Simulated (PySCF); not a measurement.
Bond length, frequency and bond energy of RbP by level of theory

State: ³Σ⁻ (triplet), unpaired electrons π ↑↑. Set-up: basis Rb x2c-TZVPPall, P x2c-TZVPPall; spin-free X2C with a Gaussian nucleus; PySCF 2.14. De refers to Rb + P in their high-spin ground configurations, without counterpoise correction. The functionals are run spin-unrestricted. A positive dipole means Rb(−)P(+).

```csv
Level,Re (Å),ωe (cm⁻¹),De (eV),μ (D)
UHF,3.235,177,0.278,-11.42
UHF-MP2,3.133,186,0.94,n/a
UHF-SCS-MP2,3.152,183,1.02,n/a
PBE,3.158,173,1.43,-8.28
PBEsol,3.121,179,1.50,-8.38
BP86,3.159,174,1.46,-8.59
TPSS,3.159,177,1.54,-9.01
r²SCAN,3.165,177,1.37,-9.58
B3LYP,3.178,174,1.34,-8.98
PBE0,3.139,182,1.33,-9.44
CAM-B3LYP,3.147,185,1.32,-9.93
```

Correlated steps freeze 14 core orbitals. Spin–orbit coupling is left out. The state is the lowest determinant that a PBE0 search found; another state may lie lower at other levels.

The whole job (state search and all levels along the bond) took about 6.2 min on 2 threads of Intel Xeon 6975P-C (shared host), peak memory 6.8 GiB.
